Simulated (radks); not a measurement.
W3+, configuration [Xe] 4f14 5d3. Method: Dirac Kohn-Sham, PBEsol, spin-unpolarised, spherical densities, point nucleus; open shells fill j = l - 1/2 first; computed with a radial shooting solver on a logarithmic mesh with Libxc functionals.

Unscreened Slater integrals over Kohn-Sham orbitals (cm^-1). Large and small components are both included. Empty in this configuration: 5d5/2.

integral,value
"F0(5d3/2,5d3/2)",114590
"F2(5d3/2,5d3/2)",59861
"F0(5d3/2,4f7/2)",147210
"F2(5d3/2,4f7/2)",35106
"G3(5d3/2,4f7/2)",12060
"G5(5d3/2,4f7/2)",9360.4
"F0(5d3/2,4f5/2)",147440
"F2(5d3/2,4f5/2)",34584
"G1(5d3/2,4f5/2)",13464
"G3(5d3/2,4f5/2)",11690
"F0(5d3/2,5p3/2)",130190
"F2(5d3/2,5p3/2)",64752
"G1(5d3/2,5p3/2)",78532
"G3(5d3/2,5p3/2)",48452
"F0(5d3/2,5d5/2)",113080
"F2(5d3/2,5d5/2)",59059
"G2(5d3/2,5d5/2)",59008
"G4(5d3/2,5d5/2)",39028
"F0(4f7/2,4f7/2)",331420
"F2(4f7/2,4f7/2)",159850
"F4(4f7/2,4f7/2)",100770
"F6(4f7/2,4f7/2)",72632
"F0(4f7/2,4f5/2)",333930
"F2(4f7/2,4f5/2)",161100
"F4(4f7/2,4f5/2)",101570
"G2(4f7/2,4f5/2)",160480
"G4(4f7/2,4f5/2)",101190
"G6(4f7/2,4f5/2)",72949
"F0(4f7/2,5p3/2)",191010
"F2(4f7/2,5p3/2)",60240
"G2(4f7/2,5p3/2)",26258
"G4(4f7/2,5p3/2)",21228
"F0(4f7/2,5d5/2)",143730
"F2(4f7/2,5d5/2)",33319
"F4(4f7/2,5d5/2)",15658
"G1(4f7/2,5d5/2)",12865
"G3(4f7/2,5d5/2)",11194
"G5(4f7/2,5d5/2)",8716.2
"F0(4f5/2,4f5/2)",336500
"F2(4f5/2,4f5/2)",162410
"F4(4f5/2,4f5/2)",102410
"F0(4f5/2,5p3/2)",191480
"F2(4f5/2,5p3/2)",59574
"G2(4f5/2,5p3/2)",25424
"G4(4f5/2,5p3/2)",20657
"F0(4f5/2,5d5/2)",143950
"F2(4f5/2,5d5/2)",32815
"F4(4f5/2,5d5/2)",15316
"G1(4f5/2,5d5/2)",12322
"G3(4f5/2,5d5/2)",10823
"G5(4f5/2,5d5/2)",8450.1
"F0(5p3/2,5p3/2)",155880
"F2(5p3/2,5p3/2)",84083
"F0(5p3/2,5d5/2)",127870
"F2(5p3/2,5d5/2)",62787
"G1(5p3/2,5d5/2)",74972
"G3(5p3/2,5d5/2)",46271
"F0(5d5/2,5d5/2)",111640
"F2(5d5/2,5d5/2)",58360
"F4(5d5/2,5d5/2)",38596
